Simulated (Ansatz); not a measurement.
Program: Ansatz. Geometries: PBE0-D4/def2-TZVP. ΔE: electronic, gas phase. CBS: MP2 limit from def2 TZ/QZ plus the TZ coupled-cluster correction, frozen cores. This one scheme is used for every species. Functionals use def2-TZVPP. B3LYP here is the variant with VWN-RPA as its local correlation; programs differ in this. HSE06 is defined as in plane-wave codes.

`CC([SiH3])(Cl)Cl` → `Cl[C]Cl` + `C[SiH3]`  (formal loss of a carbene)

(1) Is it downhill or uphill in electronic energy at CCSD(T)/CBS, and by how much? (Best estimate.)

(2) What do these levels give: PBE-D4, BLYP-D4, r2SCAN-D4, ωB97X-V, revPBE, BLYP, PBE0, B3LYP, r2SCANh, HSE06, HF/def2-TZVPP, MP2/CBS(def2)? (Estimate.)

Largest T1 diagnostic among the species: 0.020, so the coupled-cluster value is less sure than usual.

Answers

(1) Computed: Uphill: ΔE = +72.5 kcal/mol.

(2) Ansatz gave: PBE-D4 69.3, BLYP-D4 64.5, r2SCAN-D4 70.8, ωB97X-V 73.8, revPBE 59.0, BLYP 56.9, PBE0 71.2, B3LYP 63.5, r2SCANh 71.4, HSE06 71.2, HF/def2-TZVPP 63.6, MP2/CBS(def2) 80.4 kcal/mol.

The D4 term adds +5.8 kcal/mol with B3LYP and +3.1 kcal/mol with PBE0; it sums over pairs of atoms, weighted by their polarisabilities, and B3LYP, whose exchange is more repulsive, gets the larger term. Leaving LDA and LC-ωPBE aside and taking each functional with its dispersion term where it has one, the values, not all of them listed here, spread over 12.5 kcal/mol, from BLYP-D4 to PBE-QIDH. LDA lies +15.3 kcal/mol from PBE without D4. From r2SCAN to r2SCAN0 (25 % exact exchange), in def2-TZVPP and without D4, ΔE moves by +3.7 kcal/mol.
